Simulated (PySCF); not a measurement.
**Zn⁺: ionisation energy**

Zn⁺ [Ar] 3d10 4s1 (2S) → Zn²⁺ [Ar] 3d10 (1S), as a difference of total energies. Calculation: PySCF 2.14, in aug-cc-pVDZ-PP with ECP10MDF; a scalar-relativistic core potential. Correlated levels: valence: 3s2 3p6 frozen. The calculations carry no spin-orbit coupling.

```json
{"method": "UHF", "ionisation energy (eV)": "16.801"}
{"method": "MP2 (valence)", "ionisation energy (eV)": "17.678"}
{"method": "SCS-MP2 (valence)", "ionisation energy (eV)": "17.534"}
{"method": "CCSD (valence)", "ionisation energy (eV)": "17.578"}
{"method": "CCSD(T) (valence)", "ionisation energy (eV)": "17.637"}
```

Q: How much does correlation contribute at CCSD(T) (valence)?

A: 17.637 − (16.801) = 0.836 eV, measured against UHF.

Errors of the correlated levels include the incompleteness of this basis and the frozen core.

For comparison: 17.964 eV (measured; NIST Atomic Spectra Database, ionization energies).
